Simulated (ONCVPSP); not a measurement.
## Configuration tests for O (Z = 8) (ONCV)

- Element: oxygen (O)
- Generator: ONCVPSP 4.0.1
- Type: optimised norm-conserving Vanderbilt (ONCV)
- Functional: PBE
- Relativity: non-relativistic
- Frozen core: [He]
- Valence charge: 6
- Reference configuration: 2s2 2p2 (charge +2)
- Partial waves: 2s: rc 0.65 bohr, ncon 4, nbas 8, qcut 7.9 1/bohr, local; 2p: rc 1.60 bohr, ncon 3, nbas 6, qcut 10.8 1/bohr, 3 projectors, debl 2.7 Ha; d scattering state at 0.37 Ha: rc 1.50 bohr, ncon 4, nbas 9, qcut 7.6 1/bohr, 2 projectors, debl 1.9 Ha
- Local potential: the s channel
- Core correction: Teter function, fcfact 4.75, rcfact 1.65

Energies are relative to the spin-unpolarised reference configuration 2s2 2p2; without spin polarisation the order of configurations can differ from experiment.

| valence configuration | charge | ΔE all-electron (eV) | error AE − PS (meV) |
| --- | --- | --- | --- |
| 2s2 2p4 | 0 | -50.032 | +253 |
| 2s1 2p5 | 0 | -35.136 | +452 |

(1) What are ΔE and the potential's error for 2s2 2p3?

(2) What are ΔE and the potential's error for 2s2 2p1?

Levels in the configuration 2s1 2p5:

```
level  all-electron (eV)  pseudo (eV)
   2s            -24.369      -24.281
   2p             -9.455       -9.575
```

Results:

(1) ΔE = -33.593 eV all-electron; the error (AE − PS) is +104 meV.

(2) ΔE = 53.872 eV all-electron; the error (AE − PS) is +230 meV.
